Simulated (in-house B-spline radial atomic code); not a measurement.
Checks on a self-consistent run for Lu²⁺, [Kr] 4d9 4f14 5s2 5p6 5f1 6s1. Level of theory: Dirac-Hartree-Fock, average of configuration, Fermi nucleus of rms radius 5.37 fm; calculated with a B-spline radial code for spherical atoms.

```json
{"orbital": "1s1/2", "q": "2", "ε (Eh)": "-2342.79427", "<1/r>": "82.1804", "<r²>": "0.000512091", "small-component weight": "0.071138"}
{"orbital": "2s1/2", "q": "2", "ε (Eh)": "-404.83157", "<1/r>": "19.9002", "<r²>": "0.00785037", "small-component weight": "0.016032"}
{"orbital": "2p1/2", "q": "2", "ε (Eh)": "-385.58038", "<1/r>": "19.8259", "<r²>": "0.005654", "small-component weight": "0.016047"}
{"orbital": "2p3/2", "q": "4", "ε (Eh)": "-344.41484", "<1/r>": "16.9504", "<r²>": "0.00685755", "small-component weight": "0.014622"}
{"orbital": "3s1/2", "q": "2", "ε (Eh)": "-94.92006", "<1/r>": "7.31467", "<r²>": "0.0513004", "small-component weight": "0.0052498"}
{"orbital": "3p1/2", "q": "2", "ε (Eh)": "-86.43488", "<1/r>": "7.21655", "<r²>": "0.0474078", "small-component weight": "0.0051765"}
{"orbital": "3p3/2", "q": "4", "ε (Eh)": "-77.50175", "<1/r>": "6.48157", "<r²>": "0.0540131", "small-component weight": "0.0047782"}
{"orbital": "3d3/2", "q": "4", "ε (Eh)": "-63.30094", "<1/r>": "6.34757", "<r²>": "0.0424538", "small-component weight": "0.0046277"}
{"orbital": "3d5/2", "q": "6", "ε (Eh)": "-61.37018", "<1/r>": "6.17053", "<r²>": "0.0442899", "small-component weight": "0.0045141"}
{"orbital": "4s1/2", "q": "2", "ε (Eh)": "-20.99397", "<1/r>": "3.04036", "<r²>": "0.257482", "small-component weight": "0.0016747"}
{"orbital": "4p1/2", "q": "2", "ε (Eh)": "-17.47149", "<1/r>": "2.92743", "<r²>": "0.268185", "small-component weight": "0.0015865"}
{"orbital": "4p3/2", "q": "4", "ε (Eh)": "-15.41387", "<1/r>": "2.68566", "<r²>": "0.30281", "small-component weight": "0.0014489"}
{"orbital": "4d3/2", "q": "3.6", "ε (Eh)": "-9.69829", "<1/r>": "2.46649", "<r²>": "0.337717", "small-component weight": "0.0012627"}
{"orbital": "4d5/2", "q": "5.4", "ε (Eh)": "-9.31444", "<1/r>": "2.40488", "<r²>": "0.351574", "small-component weight": "0.001222"}
{"orbital": "4f5/2", "q": "6", "ε (Eh)": "-2.11088", "<1/r>": "1.92124", "<r²>": "0.550027", "small-component weight": "0.00082525"}
{"orbital": "4f7/2", "q": "8", "ε (Eh)": "-2.04545", "<1/r>": "1.89397", "<r²>": "0.568115", "small-component weight": "0.00080698"}
{"orbital": "5s1/2", "q": "2", "ε (Eh)": "-3.79966", "<1/r>": "1.14553", "<r²>": "1.50916", "small-component weight": "0.00034333"}
{"orbital": "5p1/2", "q": "2", "ε (Eh)": "-2.67117", "<1/r>": "1.03133", "<r²>": "1.83509", "small-component weight": "0.00028551"}
{"orbital": "5p3/2", "q": "4", "ε (Eh)": "-2.37419", "<1/r>": "0.948897", "<r²>": "2.107", "small-component weight": "0.0002496"}
{"orbital": "5f5/2", "q": "0.42857", "ε (Eh)": "-0.29063", "<1/r>": "0.20547", "<r²>": "35.5708", "small-component weight": "1.0742e-05"}
{"orbital": "5f7/2", "q": "0.57143", "ε (Eh)": "-0.29060", "<1/r>": "0.205576", "<r²>": "35.5901", "small-component weight": "1.0861e-05"}
{"orbital": "6s1/2", "q": "1", "ε (Eh)": "-0.90147", "<1/r>": "0.437254", "<r²>": "9.26658", "small-component weight": "6.122e-05"}
```

Electron-electron repulsion V_ee = 5349.0269 hartree.

(1) What total energy follows from the eigenvalues?

(2) Does the Dirac virial theorem hold?

(3) What diamagnetic shielding (Lamb formula) and susceptibility (Langevin formula) do the radii give?

Results:

(1) The eigenvalues count the repulsion twice, so E = Σqε - V_ee = -9214.671 - 5349.027 = -14563.698 hartree; the run printed -14563.698.

(2) For a point nucleus E = -2c²Σq·w, with w the small-component weight. Here Σq·w = 0.38768 and c = 137.0360, so the ratio E/(-2c²Σq·w) is 1.000219; the finite nucleus accounts for the departure from 1.

(3) σ = (α²/3)Σq<1/r> = 509.032/(3·137.036²) = 9035.6 ppm, and χ = -0.79199×10⁻⁶·Σq<r²> = -58.68×10⁻⁶ cm³/mol with Σq<r²> = 74.091 bohr². Both are non-relativistic formulas without the paramagnetism of open shells; for so heavy an element the full relativistic shielding is larger by tens of per cent.
